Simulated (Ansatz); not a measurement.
Ansatz (a first-principles code) input (SVWN5/def2-TZVPD):

Ansatz 0.2 input:
```yaml
crystal:
  periodic: [false, false, false]
  atoms:
    - {symbol: Si, position_ang: [0.10199308, -0.65072754, 0.04586606]}
    - {symbol: N, position_ang: [1.30302164, 0.60290456, -0.55746690]}
    - {symbol: N, position_ang: [-1.40379047, 0.25870916, 0.57842073]}
    - {symbol: H, position_ang: [-0.45135770, -0.95527345, -1.36504806]}
    - {symbol: H, position_ang: [1.83327095, 1.02423805, 0.19664796]}
    - {symbol: H, position_ang: [0.92122254, 1.36034236, -1.12131701]}
    - {symbol: H, position_ang: [-1.32204557, 0.62301130, 1.52074615]}
    - {symbol: H, position_ang: [-1.70361159, 1.02657120, -0.01983064]}
basis:
  gaussian:
    orbitals: def2-TZVPD
hamiltonian:
  xc: {name: SVWN5}
total_charge: -1
output: {forces: true}
```

End of the output:

```
integrals: 0.06 GiB planned
888 factors; their error is unknown
0.11 GiB of the device are held for the grids
0.62 GiB of device memory are held for the factors and their scratch space
mean field: 0.55 GiB planned
mean field evaluation 1: about -10877.8434 eV, gradient 6.0e1 eV
mean field evaluation 2: about -10832.8730 eV, gradient 1.4e2 eV
mean field evaluation 4: about -10885.0416 eV, gradient 7.6e0 eV
mean field evaluation 8: about -10885.2099 eV, gradient 3.6e-1 eV
mean field evaluation 16: about -10885.2100 eV, gradient 1.2e-4 eV
mean field -10885.21004603 eV, -400.0240909311 hartree, gradient 1.1e-5 eV, S^2 0.000000; 0 other end points of the search recorded, 0 dependent functions left out
the calculation of the forces begins
reference -10885.21009291 eV, -400.0240926539 hartree; 17, 17 occupied and 145, 145 virtual orbitals, 888 factors
Total energy: -10885.21009291 eV, -400.0240926539 hartree
Atom 0 at     0.101993    -0.650728     0.045866 Å, force    -0.029760     0.461658     0.068973 eV/Å
Atom 1 at     1.303022     0.602905    -0.557467 Å, force    -0.291070    -0.643872     0.086952 eV/Å
Atom 2 at    -1.403790     0.258709     0.578421 Å, force     0.395744    -0.556538    -0.201263 eV/Å
Atom 3 at    -0.451358    -0.955273    -1.365048 Å, force    -0.028877     0.003057    -0.067888 eV/Å
Atom 4 at     1.833271     1.024238     0.196648 Å, force     0.227456     0.104515     0.307451 eV/Å
Atom 5 at     0.921223     1.360342    -1.121317 Å, force    -0.175495     0.272867    -0.282302 eV/Å
Atom 6 at    -1.322046     0.623011     1.520746 Å, force     0.040036     0.080683     0.386099 eV/Å
Atom 7 at    -1.703612     1.026571    -0.019831 Å, force    -0.138033     0.277631    -0.298023 eV/Å
Dipole moment:    -0.111822     0.903410     0.007280 e Å
```

It need not be the lowest isomer of its formula. Whether it binds its extra electron was not tested at this geometry.
